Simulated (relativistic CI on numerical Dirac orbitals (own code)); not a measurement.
**Slater and spin-orbit integrals, Yb XLIV**

Computed by Dirac-Coulomb-Breit CI, KLI orbitals optimised for each configuration, QED by a radiative potential, unscaled Slater integrals (own radial code, finite nucleus).

Slater integrals F^k, G^k are unscaled and averaged over j, outside the closed core [Ne]; ζ comes from projecting the Hamiltonian with its Breit term on Σ l·s of the shell.

- 3s²3p⁶3d⁹: ζ(3d) = 163390 cm⁻¹; <r>(3d) = 0.1882, <r^2>(3d) = 0.04122 (bohr units).
- 3s²3p⁵3d¹⁰: ζ(3p) = 1.2615e+06 cm⁻¹; <r>(3p) = 0.2089, <r^2>(3p) = 0.05055 (bohr units).
- 3s²3p⁶3d⁸4s: F^2(3d,3d) = 544150, F^4(3d,3d) = 350860, ζ(3d) = 165970, G^2(3d,4s) = 56347 cm⁻¹; <r>(3d) = 0.187, <r^2>(3d) = 0.04066, <r>(4s) = 0.4146, <r^2>(4s) = 0.1934 (bohr units).

Task: Give the Racah parameters of the d shell in 3s²3p⁶3d⁸4s.

Result: B = F²/49 − 5F⁴/441 = 7127 cm⁻¹ and C = 35F⁴/441 = 27846 cm⁻¹.

Averages of the first 10 configurations, taken without configuration mixing, which lowers the lowest level and can move excited configurations by several eV; other configurations of the list can lie among them:

```csv
Configuration,Parity,States,Average energy above the lowest level (eV)
3s²3p⁶3d⁹,even,10,20.5
3s²3p⁵3d¹⁰,odd,6,484.6
3s3p⁶3d¹⁰,even,2,858.7
3s²3p⁶3d⁸4s,even,90,1428.7
3s²3p⁶3d⁸4p,odd,270,1568.5
3s²3p⁴3d¹⁰4s,even,30,2347.4
3s²3p⁶3d⁸4d,even,450,1738.6
3s²3p⁴3d¹⁰4p,odd,90,2487.8
3s²3p⁵3d⁹4s,odd,120,1884.3
3s²3p⁶3d⁸4f,odd,630,1887.4
```
